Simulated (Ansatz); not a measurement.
`[SiH3][SnH2][Cl]` + H₂S → `[SH][SnH2][Cl]` + SiH₄  (cleavage of the Sn–Si bond)

Calculated with Ansatz (gas phase, PBE0-D4/def2-TZVP geometries, no zero-point term in ΔE). CCSD(T)/CBS adds triple-zeta CCSD(T) − MP2 to the extrapolated MP2 energy (def2 sets, frozen cores). This one scheme is used for every species. Functionals use def2-TZVPP. B3LYP here is the variant with VWN-RPA as its local correlation; programs differ in this. def2 core potentials past Kr. For Sn outer-core shells are correlated without core-valence functions, which leaves a few kJ/mol of doubt a bond. One conformer a species, not always the lowest.

`[SiH3][SnH2][Cl]`:

```xyz
8

Si   -0.978   -0.149   -0.935
Sn    0.707    0.227    0.957
Cl    2.736   -0.630    0.147
H    -2.312    0.364   -0.523
H    -1.068   -1.603   -1.217
H    -0.515    0.578   -2.142
H     1.033    1.860    1.325
H     0.398   -0.648    2.388
```

H₂S:

Cartesian coordinates in Å:
```
S -0.152 0.549 -0.245
H 1.009 -0.097 -0.059
H -0.857 -0.452 0.304
```

`[SH][SnH2][Cl]`:

Cartesian coordinates in Å:
```
S -0.241 1.719 -0.804
Sn 0.294 -0.485 -0.067
Cl -1.684 -1.630 0.400
H -0.558 2.140 0.432
H 1.150 -0.452 1.400
H 1.040 -1.293 -1.360
```

SiH₄:

```xyz
5

Si    0.000    0.000    0.000
H    -1.155    0.908   -0.210
H    -0.436   -1.181    0.786
H     1.067    0.720    0.739
H     0.524   -0.447   -1.315
```

Is it downhill or uphill in electronic energy at CCSD(T)/CBS, and by how much? (Best estimate.)

Ansatz gave: Downhill: ΔE = -34.6 kJ/mol.

What do these levels give: PBE-QIDH, r2SCAN, B3LYP, r2SCAN0, BHLYP, MP2/def2-SVP, HF/def2-TZVPP, MP2/def2-TZVPP, CCSD/def2-TZVPP, CCSD(T)/def2-TZVPP, HF/def2-QZVPP, SCS-MP2/def2-QZVPP? (Estimate.)

Ansatz gave: PBE-QIDH -33.9, r2SCAN -34.5, B3LYP -34.7, r2SCAN0 -33.6, BHLYP -37.4, MP2/def2-SVP -40.7, HF/def2-TZVPP -43.4, MP2/def2-TZVPP -38.6, CCSD/def2-TZVPP -33.0, CCSD(T)/def2-TZVPP -33.8, HF/def2-QZVPP -43.9, SCS-MP2/def2-QZVPP -40.3 kJ/mol.

Largest T1 diagnostic among the species: 0.012.

In def2-TZVPP, CCSD(T) changes the Hartree–Fock value by +9.5 kJ/mol (the triples alone add −0.8 kJ/mol) and MP2 by +4.8 kJ/mol. Leaving LDA and LC-ωPBE aside and taking each functional with its dispersion term where it has one, the values, not all of them listed here, spread over 9.2 kJ/mol, from B97M-V to PBE-D4. LDA lies +3.7 kJ/mol from PBE without D4.
